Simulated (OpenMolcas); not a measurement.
Ti3+ (d1) among equal point charges was computed by CASSCF with the d shell active (OpenMolcas, ANO-RCC-VDZP on the metal). Its lowest spin-free states, and all those of the highest spin:

```json
{"2S+1": "2", "Degeneracy": "3", "E (cm-1)": "0.0"}
{"2S+1": "2", "Degeneracy": "2", "E (cm-1)": "5610"}
```

Problem. Is the site octahedral, tetrahedral or cube-like, axial, or of lower symmetry?

Solution. The states with 2S+1 = 2 have orbital degeneracies 3, 2. Threefold states need a cubic site. For d1 at this spin an octahedron puts the threefold T2 below the twofold E and a tetrahedron or cube puts the twofold E below the threefold T2, so the site is octahedral. The first gap at this spin, 5610 cm-1, is |10Dq| in ligand-field theory. The run had Ti3+ among 6 point charges of -2 e arranged as an octahedron (Oh), 2.13 Å from the ion.

An orbital triplet at a regular site is open to Jahn-Teller coupling, which can distort the site and quench the lowest spin-orbit gaps and is left out. This field is weak: 10Dq is about 5610 cm-1, while octahedral complexes of 3d ions of charge 3 and more, computed by the same method with explicit ligands, had a median near 15000 cm-1. Ground spin and moment need not be those of a real site. This is an electrostatic model: the charges have no orbitals. No measured value stands beside these numbers.
